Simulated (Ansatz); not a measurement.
Ansatz (a program for electronic structure) input:

Ansatz 0.2 input:
```yaml
crystal:
  periodic: [false, false, false]
  atoms:
    - {symbol: N, position_ang: [-0.00000000, -0.00000000, -0.56338702]}
    - {symbol: O, position_ang: [0.00000000, 0.00000000, 0.49296364]}
basis:
  gaussian:
    orbitals: aug-cc-pVQZ
total_charge: 2
magnetization: {spin_polarized: true, initial_magnetization: 1}
correlation: {method: ccsd_t, electrons: outside_noble_gas}
```

What final total energy does it print?

-128.34222 Eh (CCSD(T)/aug-cc-pVQZ). The basis has 160 functions.

This state (charge 2, doublet) is run at the relaxed geometry of the species with charge 1 and multiplicity 1.

The program attaches cautions to this result: large difference.

The determinant is spin-contaminated: <S^2> is 1.39 against 0.75 for a pure state.
